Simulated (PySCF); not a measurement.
Species: `CC#CCC[BH2-][N+](C)(C)C`. The columns A, B, C and D hold Mulliken, IAO, Hirshfeld and ESP-fitted charges (e) of one PBE0/pcSseg-1 density (PySCF), in a shuffled order. Coordinates in Å (PBE0-D3(BJ)/def2-SVP); the density's dipole moment is (-4.57, 1.00, 3.02) D.

```tsv
atom	x	y	z	A	B	C	D
C1	5.760	0.048	0.880	-0.498	-0.101	-0.222	-0.422
C2	4.441	-0.018	0.270	+0.167	-0.082	-0.315	-0.093
C3	3.346	-0.079	-0.250	-0.497	-0.065	+0.002	-0.062
C4	2.012	-0.142	-0.841	+0.251	-0.052	-0.232	-0.246
C5	0.874	0.227	0.121	-0.025	-0.149	-0.460	-0.360
B6	-0.542	0.135	-0.651	-0.286	-0.033	+0.117	-0.216
N7	-1.827	0.444	0.347	+0.432	+0.048	-0.665	-0.003
C8	-3.051	0.376	-0.468	-0.525	-0.045	-0.093	-0.296
C9	-1.705	1.788	0.935	-0.421	-0.044	-0.101	-0.298
C10	-1.899	-0.564	1.417	-0.439	-0.044	-0.100	-0.298
H11	6.414	0.759	0.350	+0.163	+0.052	+0.141	+0.161
H12	5.701	0.374	1.931	+0.157	+0.052	+0.139	+0.160
H13	6.260	-0.934	0.867	+0.163	+0.052	+0.141	+0.160
H14	1.841	-1.159	-1.235	+0.041	+0.046	+0.145	+0.152
H15	1.975	0.521	-1.723	+0.042	+0.046	+0.145	+0.153
H16	1.085	1.238	0.513	+0.010	+0.015	+0.106	+0.110
H17	0.941	-0.454	0.990	+0.004	+0.014	+0.104	+0.107
H18	-0.772	-0.996	-1.081	-0.118	-0.103	-0.060	-0.045
H19	-0.651	0.979	-1.540	-0.114	-0.104	-0.056	-0.044
H20	-3.940	0.559	0.157	+0.157	+0.045	+0.117	+0.133
H21	-3.112	-0.617	-0.929	+0.198	+0.060	+0.153	+0.165
H22	-2.988	1.126	-1.265	+0.196	+0.059	+0.152	+0.164
H23	-1.604	2.520	0.123	+0.172	+0.060	+0.151	+0.164
H24	-0.807	1.832	1.562	+0.155	+0.060	+0.151	+0.161
H25	-2.592	2.024	1.544	+0.135	+0.047	+0.119	+0.135
H26	-2.773	-0.380	2.062	+0.138	+0.046	+0.119	+0.135
H27	-0.984	-0.522	2.018	+0.166	+0.059	+0.150	+0.160
H28	-1.974	-1.558	0.960	+0.176	+0.060	+0.151	+0.164
```

Question: Which column most likely holds the ESP-fitted charges?

Answer: A. Σ q r misses the density's dipole by 0.02 D (A), 0.52 D (B), 0.67 D (D), 1.14 D (C). Charges fitted to the outside potential are the only set here that is tied to the molecule's multipoles.

Question: And the Hirshfeld charges?

Answer: B. The mean sizes are 0.059 e (B), 0.165 e (C), 0.170 e (D), 0.209 e (A), and Hirshfeld charges are commonly the smallest of these schemes.

As computed, A = ESP-fitted, B = Hirshfeld, C = Mulliken, D = IAO. Hydrogens on carbon: ESP-fitted 0.00 to +0.20, Hirshfeld +0.01 to +0.06, Mulliken +0.10 to +0.15, IAO +0.11 to +0.16 e.

The Hirshfeld scheme divides the density at each point in proportion to the densities of the neutral, spherically averaged free atoms. The ESP scheme is a least-squares fit of atom-centred charges to the potential on four shells outside the van der Waals surface, with the total charge fixed.

Geometry: PBE0-D3(BJ)/def2-SVP, one conformer, isolated molecule.

The values belong to the conformer `[CH3:1][C:2]#[C:3][CH2:4][CH2:5][BH2-:6][N+:7]([CH3:8])([CH3:9])[CH3:10]`: C3–C4–C5–B6 179°, C4–C5–B6–N7 177°, C5–B6–N7–C8 178°.
